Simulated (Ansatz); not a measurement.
Born–Oppenheimer molecular dynamics of C₂H₇NOSi (12 atoms, charge 0, multiplicity 1). It starts from a relaxed structure.

Method: UKS LDA/STO-3G in Ansatz.

* ensemble: NVE (velocity Verlet)
* time step: 0.25 fs
* steps asked: 332
* starting velocities drawn for: 300 K
* masses: H 10 u
* seed: 237977

First frame:

```xyz
12
Properties=species:S:1:pos:R:3
O -1.713 0.138 1.839
Si -0.186 0.054 1.115
C 0.211 -1.094 -0.328
C 0.597 0.186 -1.141
N 0.040 1.198 -0.192
H -2.348 0.253 1.041
H 0.716 0.020 2.262
H -0.642 -1.631 -0.766
H 1.044 -1.797 -0.194
H 1.701 0.253 -1.277
H 0.139 0.235 -2.154
H 0.519 2.129 -0.173
```

Question: How far do the bonds stretch over the last three quarters of this one trajectory? (Pairs bonded in most of those frames.)

Answer: 
```tsv
bond	mean (Å)	spread (Å)	shortest	longest
O1–Si2	1.694	0.019	1.67	1.73
O1–H6	1.027	0.009	1.01	1.04
Si2–C3	1.892	0.021	1.85	1.92
Si2–N5	1.724	0.013	1.70	1.74
Si2–H7	1.462	0.034	1.41	1.52
C3–C4	1.568	0.019	1.54	1.60
C3–H8	1.103	0.022	1.06	1.14
C3–H9	1.103	0.025	1.05	1.14
C4–N5	1.479	0.009	1.46	1.49
C4–H10	1.115	0.012	1.09	1.14
C4–H11	1.117	0.021	1.09	1.15
N5–H12	1.039	0.006	1.03	1.05
```

Mean temperature of the second half: 156 K. The conserved energy stayed within 0.0096 meV per atom of its start (net change 0.0027 meV per atom), so the integration is sound. The temperature averaged 0.52 of the 300 K drawn at the start: a run that starts near a minimum puts about half its kinetic energy into the potential. A run of 0.083 ps of so small a system gives no equilibrium averages. Limits of this set-up: minimal basis.

Time of the run: 11 min on 1 thread of Arm Neoverse V1 (shared host), peak memory 0.21 GiB.
